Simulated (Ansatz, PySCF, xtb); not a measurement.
SiH4 (SMILES [SiH4]) and C3H4 (SMILES C=C=C) are pulled apart as rigid monomers along the line of their centres of mass, from the B3LYP-D3(BJ)/def2-TZVP minimum. Starting geometry (charge 0, multiplicity 1):
```xyz
12

Si    -0.114     0.346     0.252
H      1.228     0.621     0.809
H     -0.015     0.247    -1.224
H     -1.040     1.446     0.601
H     -0.627    -0.933     0.787
C     -0.424     0.950     3.818
C      0.081    -0.248     3.833
C      0.586    -1.445     3.835
H      0.203     1.823     3.676
H     -1.487     1.115     3.947
H      0.678    -2.014     2.917
H      0.931    -1.911     4.751
```

Interaction energies with rigid monomers; basis-set methods are counterpoise corrected unless marked otherwise.

Rows in 6-31G* carry no dispersion term and start afresh at each structure (6-31G* with six Cartesian d functions).

Codes used: Ansatz (Gaussian orbitals); PySCF for 6-31G* rows, the dispersion terms; xtb for the GFN methods. Values without a source in brackets are computed.

```tsv
Si1···C6 (Å)	GFN-FF (kcal/mol)	r2SCAN-D4/def2-TZVPPD (kcal/mol)	B3LYP/6-31G* (no counterpoise) (kcal/mol)	B3LYP/def2-TZVPPD (kcal/mol)	PBE0/def2-TZVPPD (kcal/mol)
3.29	-0.21	-0.83	1.68	2.59	0.79
3.63	-0.97	[?]	-0.16	0.67	-0.40
4.15	-0.90	-1.26	-0.60	0.09	[?]
5.02	-0.43	-0.47	-0.29	0.05	-0.18
6.43	-0.10	-0.10	-0.02	0.00	-0.02
```

Question: What belongs in the gaps?

Answer: 
- 3.63, r2SCAN-D4/def2-TZVPPD (kcal/mol): -1.72
- 4.15, PBE0/def2-TZVPPD (kcal/mol): -0.49

Ansatz is an electronic-structure program.
